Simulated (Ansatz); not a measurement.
Ansatz results at the PBE0-D4/def2-TZVP geometry: HOMO–LUMO gap (PBE/def2-TZVPP) 3.83 eV; HOMO–LUMO gap (B3LYP/def2-TZVPP) 5.16 eV; size of the dipole moment (B3LYP/def2-TZVPP) 2.32 D.

Each molecule was computed in one conformer, which needn't be the lowest.

Which molecule gave them?
A. `[SiH3][SiH2][CH2][SnH2][SnH2][GaH2]`
B. `F[SiH]1C[NH][GeH2]1`
C. `C=C=C(O)[SiH3]`
D. `N=C(Cl)[SeH]`

A. The others give `N=C(Cl)[SeH]`: 4.41, 6.00, 2.08; `F[SiH]1C[NH][GeH2]1`: 4.32, 6.03, 1.24; `C=C=C(O)[SiH3]`: 4.07, 5.82, 1.55.

B3LYP here is the variant with VWN-RPA as its local correlation; programs differ in this.
